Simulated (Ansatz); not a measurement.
One geometry of Al2Ru3, several levels of theory.

```yaml
crystal:
  periodic: [false, false, false]
  atoms:
    - {symbol: Ru, position_ang: [-1.787826, 0.029204, -0.178087]}
    - {symbol: Ru, position_ang: [0.112444, 1.000602, -0.920311]}
    - {symbol: Ru, position_ang: [1.786875, -0.037711, 0.185906]}
    - {symbol: Al, position_ang: [0.038189, -1.529928, -0.656310]}
    - {symbol: Al, position_ang: [-0.149672, 0.537842, 1.568792]}
basis:
  gaussian: {orbitals: def2-SVP, initial_orbitals: start.molden}
hamiltonian: {xc: pbe0, dispersion: d4}
scf: {omitted_lower_state_checks: [starts]}
output: {orbitals: {seedname: orbitals}}
```

The file start.molden holds the orbitals of an earlier run on this structure, at another level or in another basis.

```sh
$ ansatz run in.yaml --threads 4 --pin off --events-out ev --progress --plain --max-ram 4787MiB
```

Shortened log:

```
Functional definition: PBE0
1312 factors; integrals over basis functions are off by at most 2.3e-4 eV
mean field evaluation 1: about -20926.3340 eV, gradient 1.1e1 eV
mean field evaluation 2: about -20926.3853 eV, gradient 8.6e-2 eV
mean field evaluation 4: about -20926.6481 eV, gradient 3.0e-3 eV
mean field evaluation 8: about -20926.6482 eV, gradient 3.9e-5 eV
mean field -20926.64815430 eV, -769.0401350788 hartree, gradient 3.9e-5 eV, S^2 0.000000; 0 other end points of the search recorded, 0 dependent functions left out
reference -20926.64818288 eV, -769.0401361292 hartree; 37, 37 occupied and 92, 92 virtual orbitals, 1312 factors
Total energy: -20926.94017612 eV, -769.0508666830 hartree
Checks for a lower state left out: starts
```

Run time 4.7 s (4 threads of Arm Neoverse V1 on a shared host).

The first input with `gaussian: {orbitals: def2-TZVPD, initial_orbitals: start.molden}`, `hamiltonian: {xc: pbe, dispersion: d4}` (abridged; 4.3 s):

```
Functional definition: PBE
mean field -20938.47155667 eV, -769.4746371020 hartree, gradient 3.7e-5 eV, S^2 0.000000
Total energy: -20938.81561683 eV, -769.4872810795 hartree
Checks for a lower state left out: starts
```

First input, but with `gaussian: {orbitals: def2-TZVP, initial_orbitals: start.molden}`, `correlation: {method: ccsd_t}` and without the key `hamiltonian` (abridged; 10 min):

```
Functional definition: HF
mean field evaluation 16: about -20840.9669 eV, gradient 1.8e-1 eV
mean field evaluation 32: about -20840.9689 eV, gradient 2.6e-7 eV
mean field evaluation 64: about -20839.3707 eV, gradient 2.8e-1 eV
mean field evaluation 96: about -20839.4219 eV, gradient 2.9e-1 eV
mean field evaluation 128: about -20840.3135 eV, gradient 5.2e-1 eV
mean field evaluation 160: about -20840.3388 eV, gradient 4.0e-1 eV
mean field evaluation 192: about -20840.0299 eV, gradient 1.0e-1 eV
mean field -20840.96888051 eV, -765.8914798426 hartree, gradient 2.6e-7 eV, S^2 0.000000; unrestricted orbitals would lower it
mean field evaluation 224: about -20845.1517 eV, gradient 7.2e-2 eV
mean field evaluation 256: about -20840.7739 eV, gradient 7.6e-1 eV
mean field evaluation 288: about -20840.9689 eV, gradient 3.5e-4 eV
mean field evaluation 320: about -20839.2867 eV, gradient 6.7e-2 eV
mean field evaluation 352: about -20839.6096 eV, gradient 2.2e0 eV
[...]
cycle  39  -45.51620444 eV  change   -5.1e-5 eV  update   7.0e-4
cycle  40  -45.51537051 eV  change    8.3e-4 eV  update   6.8e-4
cycle  41  -45.51433056 eV  change    1.0e-3 eV  update   6.4e-4
cycle  42  -45.51330959 eV  change    1.0e-3 eV  update   4.2e-4
cycle  43  -45.51291208 eV  change    4.0e-4 eV  update   2.7e-4
cycle  44  -45.51269603 eV  change    2.2e-4 eV  update   1.8e-4
cycle  45  -45.51253235 eV  change    1.6e-4 eV  update   1.2e-4
cycle  46  -45.51247439 eV  change    5.8e-5 eV  update   9.2e-5
cycle  47  -45.51254125 eV  change   -6.7e-5 eV  update   8.3e-5
cycle  48  -45.51242273 eV  change    1.2e-4 eV  update   6.4e-5
cycle  49  -45.51246814 eV  change   -4.5e-5 eV  update   6.1e-5
perturbative correction -3.73064909 eV, -0.1370988254 hartree
WARN: the results are in doubt because among natural orbitals the method converges to other amplitudes
Total energy: -20890.21199774 eV, -767.7011310226 hartree
In doubt: among natural orbitals the method converges to other amplitudes
Checks for a lower state left out: starts
```

The first input with `gaussian: {orbitals: def2-TZVP, initial_orbitals: start.molden}`, `hamiltonian: {xc: pbe}`, `correlation: {method: rpa}` and without the key `output` (abridged; 35 s):

```
Functional definition: PBE
mean field -20938.45158856 eV, -769.4739032872 hartree, gradient 2.2e-6 eV, S^2 0.000000; unrestricted orbitals would lower it
mean field evaluation 16: about -20839.1443 eV, gradient 5.9e0 eV
mean field evaluation 32: about -20846.0791 eV, gradient 2.1e-2 eV
10 core orbitals not correlated, not the lowest: weight in the atoms' cores, before any rotation towards them, 1.000 or more for the frozen orbitals, at most 0.000 for the correlated occupied ones
Total energy: -20905.12776292 eV, -768.2492752828 hartree
Checks for a lower state left out: starts
```

First input, but with `gaussian: {orbitals: STO-3G}`, `hamiltonian: {xc: hf}` (abridged; 23 s):

```
Functional definition: HF
mean field evaluation 16: about -371995.8372 eV, gradient 1.5e0 eV
mean field evaluation 32: about -372001.4947 eV, gradient 2.7e-5 eV
a density is far from that of the atoms, so the factors are made again for it
mean field evaluation 64: about -372001.4984 eV, gradient 1.3e-5 eV
mean field -372001.49839151 eV, -13670.8029142159 hartree, gradient 4.4e-6 eV, S^2 0.000000
Total energy: -372001.49839151 eV, -13670.8029142159 hartree
Checks for a lower state left out: starts
```

First input, but with `hamiltonian: {xc: pbe, dispersion: d4}` (abridged; 2.7 s):

```
Functional definition: PBE
mean field -20931.57252943 eV, -769.2211025272 hartree, gradient 1.1e-5 eV, S^2 0.000000
Total energy: -20931.91658544 eV, -769.2337463523 hartree
Checks for a lower state left out: starts
```

As the first input, with `gaussian: {orbitals: def2-TZVP, initial_orbitals: start.molden}`, `hamiltonian: {xc: r2scan, dispersion: d4}` (abridged; 9.5 s):

```
Functional definition: r2SCAN
mean field -20943.98163542 eV, -769.6771287611 hartree, gradient 8.8e-5 eV, S^2 0.000000
Total energy: -20944.03945886 eV, -769.6792537334 hartree
Checks for a lower state left out: starts
```

Geometry: PBE-D4/def2-SVP.

In the def2 sets Ru takes a core potential, while STO-3G treats all electrons; there is no spin–orbit coupling. Correlated methods freeze 10 core orbitals; core or outer-core shells of Ru are correlated, in sets that lack core-valence functions. The restricted singlet is unstable towards broken spin symmetry at other levels; at PBE0-D4/def2-SVP, PBE-D4/def2-TZVPD, PBE-D4/def2-SVP this wasn't settled. At CCSD(T)/def2-TZVP the program marks the result for the charge 0 singlet as doubtful (other amplitudes). At CCSD(T)/def2-TZVP T1 of the charge 0 singlet is large (up to 0.114), so the single-reference result is doubtful. At CCSD(T)/def2-TZVP, RPA@PBE/def2-TZVP, r2SCAN-D4/def2-TZVP the restricted singlet (for correlated methods, its reference) is unstable: a solution with broken spin symmetry lies lower. The restricted singlet is unstable towards broken spin symmetry in Hartree–Fock (as tested in another run); at HF/STO-3G this wasn't settled. At PBE0-D4/def2-TZVP a quintet of charge 0 lies 0.90 eV below the restricted singlet, each at its own geometry. The structure comes from a short search, and lower isomers may exist.
